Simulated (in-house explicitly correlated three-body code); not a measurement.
Computed with an exponentially correlated three-body code. Model: two electrons around a point charge, non-relativistic, variational in 260 exponentially correlated functions (energies converged to about 1e-7 hartree, or 1e-8 relative for large Z).

Command:
```bash
python run_hyl.py task.json out
```
Settings (lengths in bohr, energies in hartree):
```
Z                      12
screening              1.2
interaction_strength   1
functions              260
states_tried           13
```

Run time, properties included: 44 s on 1 thread of Intel(R) Xeon(R) Platinum 8488C (Sapphire Rapids), on a shared host.

**Those bound S and P states to n = 4 that converged, binding against the one-electron ion.**

Given: nuclear charge 12; Yukawa screening of all interactions 1.2 1/bohr.

Computed: one-electron threshold -58.6163564 hartree.

| term | energy (hartree) | binding (eV) |
| --- | --- | --- |
| 1 1S | -111.025781 | 1426.1 |
| 2 3S | -64.6240495 | 163.48 |
| 2 1S | -64.2438993 | 153.13 |
| 2 3P | ? | ? |
| 2 1P | -63.5358457 | 133.87 |
| 3 3S | -58.8952459 | 7.589 |
| 3 1S | -58.8566731 | 6.5393 |
| 3 3P | -58.6676348 | 1.3954 |

Q: What belongs in the row 2 3P?

A: energy (hartree): -63.7902542; binding (eV): 140.79.

**Converged states only, values per electron or pair (inverse distances are <exp(-kr)/r>).**

```
term  mean r (bohr)  mean r squared (bohr²)  mean inverse r (1/bohr)  mean r12 (bohr)  mean inverse r12 (1/bohr)  mean cosine  mean p1 dot p2 (bohr⁻²)  delta r1 (bohr⁻³)  delta r12 (bohr⁻³)
1 1S        0.13024                 0.02276                   10.495          0.19152                     6.0533    -0.010946                   1.4435             513.03              57.099
2 3S         0.3504                 0.20508                   6.2382          0.59415                     1.1378   -0.0031266                 0.081837             295.55                   -
2 1S        0.35974                 0.21815                   6.2139          0.60707                     1.4546     -0.00482                  0.10509             294.19              8.4185
2 3P         0.3137                  0.1644                   6.2075          0.52819                     1.4499    -0.061256                  -7.7546             269.99                   -
2 1P        0.32103                 0.17338                   6.1884           0.5262                     1.6324     0.046647                   7.4106             271.69              2.2555
3 3S         1.0501                  2.3235                   5.5104           1.9793                    0.15938  -0.00038347                0.0089931             273.99                   -
3 1S              ?                       ?                        ?                ?                          ?            ?                        ?                  ?                   ?
3 3P         1.2936                  3.9907                   5.4749           2.4659                     0.1332    -0.004029                 -0.50177             271.23                   -
```

Q: What belongs in the row 3 1S?

A: mean r (bohr): 1.0966; mean r squared (bohr²): 2.5565; mean inverse r (1/bohr): 5.5029; mean r12 (bohr): 2.0716; mean inverse r12 (1/bohr): 0.18321; mean cosine: -0.00054543; mean p1 dot p2 (bohr⁻²): 0.011446; delta r1 (bohr⁻³): 273.75; delta r12 (bohr⁻³): 0.88966.

**Electric-dipole lines between converged S and P states, rate of the upper state's decay.**

```tsv
s state	p state	p minus s (eV)	oscillator strength from s	rate (1/s)
1 1S	2 1P	1292.3	0.62165	1.5015e+13
2 1S	2 1P	19.267	0.135	7.2487e+08
3 1S	2 1P	-127.33	-0.034233	2.4082e+10
2 3S	2 3P	?	?	?
2 3S	3 3P	162.08	0.095602	3.6327e+10
3 3S	2 3P	-133.2	-0.036775	2.8312e+10
3 3S	3 3P	6.1936	0.65395	3.6284e+08
```

Q: What belongs in the row 2 3S 2 3P?

A: p minus s (eV): 22.689; oscillator strength from s: 0.15022; rate (1/s): 1.1185e+09.

**Static dipole response.**

```
state  polarisability (bohr³)
 1 1S              0.00051421
 2 1S                 0.28036
 2 3S                 0.22569
```
